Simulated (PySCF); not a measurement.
Two-component Hartree-Fock for Br+ (bromine, charge +1)

Start: [Ar] 3d10 4s2 4p4; 4p1/2 filled at m_j = -1/2, +1/2; 4p3/2 filled at m_j = +1/2, +3/2. Calculated with PySCF 2.14 in x2c-TZVPall-2c with one added diffuse shell each of s, p, d type (7s8p5d1f, 63 functions): generalised Hartree-Fock with the X2C-1e Hamiltonian and a Gaussian nucleus; one run each with spin-orbit coupling (SO) switched off, then screened by Boettger's factors.

```csv
spinor shell,electrons,"ε, spin-free (eV)","ε, screened SO (eV)",weight of nominal j (screened SO),"rms radius, screened SO (bohr)"
1s1/2,2,-13568.8,-13568.3,1.000,0.0492
2s1/2,2,-1837.1,-1836.9,1.000,0.205
2p1/2,2,-1616.3,-1648.9,1.000,0.180
2p3/2,4,-1616.3,-1600.6,1.000,0.184
3s1/2,2,-288.62,-288.52,1.000,0.588
3p1/2,2,-216.49,-221.50,0.999,0.600
3p3/2,4,-216.49,-213.98,0.999,0.611
3d3/2,4,-96.974,-97.626,0.982,0.649
3d5/2,6,-96.974,-96.404,0.988,0.651
4s1/2,2,-37.488,-37.455,0.999,1.78
4p3/2,2,-22.860,-23.525,0.815,2.10
4p1/2,2,-22.860,-22.246,0.718,2.12
```

| quantity | spin-free | screened SO |
| --- | --- | --- |
| E (hartree) | -2603.94442 | -2604.09153 |
| M_J | 2 | 2 |
| ⟨J²⟩ | 6.011 | 6.018 |
| ⟨L²⟩ | 2.008 | 2.112 |
| ⟨S²⟩ | 2.003 | 1.956 |

Each row is a mean over spinors that exchange with the open shell spreads, by up to 5.958 eV (4s1/2).

Rows whose weight is well below 1 are mixtures of j = l ± 1/2: exchange outweighs spin-orbit coupling there, and the label is only the starting occupation.

Without spin-orbit coupling the j labels of p, d and f shells carry no meaning; the spin-free column gives the mean over the occupied spinors of each nl shell.
